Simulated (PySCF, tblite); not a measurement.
Isomers of C6H7N3O, one GFN2-xTB conformer each. Single-point energies are computed at PBE0/pcSseg-1 (PySCF, gas phase, no added dispersion term), electronic only.

Question: Rank them by PBE0/pcSseg-1 energy, lowest first (kcal/mol).
A. `[CH2:1]=[CH:2][c:3]1[cH:4][n:5][n:6][c:7]([O:8][CH3:9])[n:10]1` with C1–C2–C3–C4 180°, N6–C7–O8–C9 180°
B. `[CH:1]#[C:2][CH2:3][n:4]1[n:5][cH:6][c:7]([O:8][CH3:9])[n:10]1` with C2–C3–N4–N5 -92°, C6–C7–O8–C9 -179°
C. `[CH3:1][c:2]1[n:3][n:4][c:5]([CH:6]=[O:7])[c:8]([CH3:9])[n:10]1` with N4–C5–C6–O7 180°
D. `[CH2:1]=[CH:2][n:3]1[cH:4][c:5]([C:6]([CH3:7])=[O:8])[n:9][n:10]1` with C1–C2–N3–C4 180°, C4–C5–C6–C7 180°
E. `[CH2:1]=[CH:2][n:3]1[n:4][n:5][cH:6][c:7]1[C:8]([CH3:9])=[O:10]` with C1–C2–N3–N4 0°, C6–C7–C8–C9 0°
F. `[CH2:1]=[CH:2][c:3]1[n:4][nH:5][n:6][c:7]1[C:8]([CH3:9])=[O:10]` with C1–C2–C3–N4 0°, N6–C7–C8–C9 0°

Answer: C (0.0), F (1.6), D (10.6), E (12.5), A (18.6), B (52.9).

As drawn, the lowest has a C=O bond, which the highest lacks; the highest has a C≡C bond, which the lowest lacks. Neighbours under 2.5 kcal/mol apart (Cc1nnc(C=O)c(C)n1 and C=Cc1n[nH]nc1C(C)=O; C=Cn1cc(C(C)=O)nn1 and C=Cn1nncc1C(C)=O) can change places with a better method, another conformer or zero-point energy. GFN2-xTB itself gives, in the same order: 0.0, 6.6, 4.8, 4.8, 5.9, 22.5. Both levels put the same isomer lowest; measured from each level's own lowest isomer, the values differ by up to 30.4 kcal/mol (C#CCn1ncc(OC)n1: 22.5 against 52.9).

Question: Which frontier levels, dipoles and rotational constants go with these structures?

Answer: 
```csv
SMILES,"HOMO (eV, PBE0/pcSseg-1)",LUMO (eV),dipole (D),"A, B, C (MHz)"
Cc1nnc(C=O)c(C)n1,-7.07,-2.62,2.26,"3042, 1006, 762.9"
C=Cc1n[nH]nc1C(C)=O,-7.19,-1.65,2.98,"2076, 1207, 767.0"
C=Cn1cc(C(C)=O)nn1,-7.49,-1.69,3.43,"4469, 753.6, 647.5"
C=Cn1nncc1C(C)=O,-7.57,-2.34,2.26,"2121, 1254, 792.1"
C=Cc1cnnc(OC)n1,-6.72,-2.40,4.85,"1969, 1260, 771.9"
C#CCn1ncc(OC)n1,-6.81,-0.11,1.55,"2794, 830.7, 717.5"
```

Question: What happens when harmonic zero-point energies from GFN2-xTB frequencies are added?

Answer: 
```tsv
SMILES	ZPE (kcal/mol)	electronic (kcal/mol)	with ZPE (kcal/mol)
Cc1nnc(C=O)c(C)n1	77.8	0.0	0.0
C=Cc1n[nH]nc1C(C)=O	79.0	1.6	2.8
C=Cn1cc(C(C)=O)nn1	78.6	10.6	11.3
C=Cn1nncc1C(C)=O	78.9	12.5	13.5
C=Cc1cnnc(OC)n1	78.4	18.6	19.2
C#CCn1ncc(OC)n1	78.5	52.9	53.6
```

The zero-point energies span 1.2 kcal/mol. The order is unchanged.
